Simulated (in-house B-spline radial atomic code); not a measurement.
A fraction x of an electron is added to 4d in Zr, starting from [Kr] 4d2 5s2 and keeping the highest spin. Level of theory: scalar-relativistic (X2C) wB97X, spin-polarised, spherical fractional occupations, Fermi nucleus of rms radius 4.2694 fm; calculated with a B-spline radial code for spherical atoms.

Caution: exact exchange at fractional occupations of open shells leaves self-interaction of up to several eV.

```csv
x,E(x) - E(0) (eV),4d up level (eV)
0,0.0000,-3.186
0.1,-0.2899,-2.615
0.2,-0.5238,-2.067
0.3,-0.7041,-1.543
0.4,?,?
0.5,?,?
0.6,-0.9504,-0.148
```

What belongs in the row x = 0.4?

An energy change of -0.8333 eV; 4d up at -1.047 eV.

What belongs in the row x = 0.5?

An energy change of -0.9143 eV; 4d up at -0.579 eV.

Check Janak's theorem between x = 0.1 and 0.2.

The slope of the energy is -2.34 eV; the orbital levels give -2.34 eV (ε of the filling orbital, averaged over the two points).
